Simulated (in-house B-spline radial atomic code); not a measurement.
Configurations of Ca IV (Ca3+), with energies counted from [Ne] 3s2 3p5. Level of theory: non-relativistic BP86, spin-polarised, spherical fractional occupations, point nucleus; calculated with a radial B-spline atomic code at the basis-set limit. Shells without spins written out take the highest spin.

Occupations are held fixed; configurations that lie above the ionisation limit could autoionise.

```tsv
configuration	E - E(ref) (eV)	highest orbital	its <r> (bohr)
[Ne] 3s1 3p6	19.156	3p down	1.208
[Ne] 3s2 3p4 4p1	41.287	4p up	3.013
[Ne] 3s2 3p(2 up, 2 down) 4d(0 up, 1 down)	50.055	4d down	3.727
[Ne] 3s1 3p5 4s1	55.684	4s up	2.708
[He] 2s2 2p(2 up, 3 down) 3s2 3p(3 up, 2 down) 4s(1 up, 0 down)	364.39	4s up	2.665
[He] 2s2 2p5 3s2 3p5 4f1	381.38	4f up	4.194
[He] 2s2 2p(2 up, 3 down) 3s2 3p(3 up, 2 down) 4f(1 up, 0 down)	381.83	4f up	4.192
```

(1) Order these further configurations by energy, lowest first.
A. [Ne] 3s2 3p4 4f1
B. [Ne] 3s1 3p5 4f1
C. [He] 2s2 2p5 3s2 3p5 4p1
D. [He] 2s2 2p5 3s2 3p5 4d1
E. [He] 2s2 2p5 3s2 3p6

(2) How far above the reference does [Ne] 3s2 3p4 4d1 lie?

(3) How far above the reference does [He] 2s2 2p(3 up, 2 down) 3s2 3p(2 up, 3 down) 4d(0 up, 1 down) lie?

Answers

(1) A (53.022 eV), B (72.552 eV), E (323.29 eV), C (368.95 eV), D (376.19 eV).

(2) 48.429 eV; its least bound orbital is 4d up with <r> = 3.703 bohr.

(3) 376.7 eV; its least bound orbital is 4d down with <r> = 3.59 bohr.
